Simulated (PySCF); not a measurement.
Stepwise substitution at one centre (Al H-SiH3). Isolated molecules, 0 K electronic values unless said otherwise. Strings in code marks are SMILES.

The HOMO–LUMO gap from two functionals at the same geometries (B3LYP-D3(BJ)/def2-TZVP), both in PySCF: PBE-D3(BJ)/def2-TZVP and B3LYP-D3(BJ)/def2-TZVP. B3LYP has the VWN-RPA correlation part, as in Gaussian. 

| species | PBE-D3(BJ)/def2-TZVP (eV) |
|---|---|
| 0 of 3 H replaced by SiH3 | 4.78 |
| 1 of 3 H replaced by SiH3 | 3.67 |
| 3 of 3 H replaced by SiH3 (`[SiH3][Al]([SiH3])[SiH3]`) | 2.95 |

**Question.** What does B3LYP-D3(BJ)/def2-TZVP give for each?

**Answer.** 
- 0 of 3 H replaced by SiH3: 6.43
- 1 of 3 H replaced by SiH3: 5.12
- 3 of 3 H replaced by SiH3 (`[SiH3][Al]([SiH3])[SiH3]`): 4.34
Over these rows, drawn at random from the members with no instability flagged (it was tested for open shells, ions and some series alone), PBE minus B3LYP-D3(BJ): mean -1.50 eV, from -1.65 eV to -1.39 eV.
